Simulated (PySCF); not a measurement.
Löwdin shares of the frontier orbitals

Compound: C₈H₅F₃.
Numbering: `[F:1][C:2]([F:3])([F:4])[CH:5]1[c:6]2[cH:7][cH:8][cH:9][cH:10][c:11]21` (hydrogens: H12 on C5; H13 on C7; H14 on C8; H15 on C9; H16 on C10)

Geometry (PBE0-D3(BJ)/def2-SVP, Å), atoms numbered from 1 in this order:
```xyz
16
C8H5F3 angstrom
F      3.2988   -0.8325   -0.7087
C      2.5266    0.1554   -0.2466
F      2.1109    0.8725   -1.2880
F      3.2963    0.9405    0.5126
C      1.3757   -0.3990    0.5582
C      0.0883   -0.7540   -0.0984
C     -1.0158   -1.2320   -0.7737
C     -2.1623   -0.4424   -0.5718
C     -2.1564    0.7061    0.2365
C     -1.0020    1.1543    0.9038
C      0.0954    0.3503    0.6737
H      1.7518   -0.9928    1.4063
H     -1.0333   -2.1212   -1.4074
H     -3.0966   -0.7281   -1.0617
H     -3.0864    1.2700    0.3463
H     -1.0093    2.0500    1.5287
```

Theory: TDDFT CAM-B3LYP/def2-SVPD, vertical, gas phase, core orbitals frozen in the response in PySCF 2.14.0, density-fitted response routines.

Frontier orbitals with the atoms that hold most of them (Löwdin shares over 4%, at most four atoms; ? is withheld):

| orbital | ε (eV) | atoms |
| --- | --- | --- |
| LUMO+2 | 1.31 | C10 11%, C7 11%, C5 11%, C2 8% |
| LUMO+1 | 0.52 | C9 19%, C8 19%, C6 18%, C11 18% |
| LUMO | 0.06 | C10 22%, C7 22%, C8 11%, C9 11% |
| HOMO | ? | ? |
| HOMO-1 | -9.13 | ? |
| HOMO-2 | -10.23 | C6 26%, C11 26%, C5 10%, C7 8% |
| HOMO-3 | -11.28 | C5 25%, C6 12%, C11 12%, C8 8% |

(1) Give the leading atoms of the HOMO-1.

(2) Which atoms hold the HOMO, and with what shares?

(3) What is the HOMO energy, and the HOMO–LUMO gap?

## Answers

(1) C10 (bonded to 2 C and H) 25%; C7 (bonded to 2 C and H) 25%; C6 (bonded to 3 C) 11%; C11 (bonded to 3 C) 11%.

(2) C8 (bonded to 2 C and H) 19%; C9 (bonded to 2 C and H) 19%; C11 (bonded to 3 C) 16%; C6 (bonded to 3 C) 16%.

(3) ε(HOMO) = -8.72 eV; the gap is 8.79 eV (0.3230 hartree).

Problem. How does S1 compare with the orbital gap of 8.79 eV?

Solution. S1 is at 5.34 eV (f = 0.038), 3.45 eV below the gap, made of HOMO→LUMO (71%), HOMO-1→LUMO+1 (28%). 

Problem. One configuration dominates each of S1, S3 and S4. Which, and how do the shares of the two leading atoms of either orbital change from the occupied to the empty one?

Solution. 
- S1 (5.34 eV, f 0.038), HOMO→LUMO (71%): C8 19% → 11%, C9 19% → 11%, C10 at most 17% → 22%, C7 at most 17% → 22%
- S3 (6.37 eV, f 0.0042), HOMO-2→LUMO (98%): C6 26% → at most 11%, C11 26% → at most 11%, C10 at most 9% → 22%, C7 8% → 22%
- S4 (6.65 eV, f 0.0060), HOMO-2→LUMO+1 (94%): C6 26% → 18%, C11 26% → 18%, C9 at most 9% → 19%, C8 at most 9% → 19%
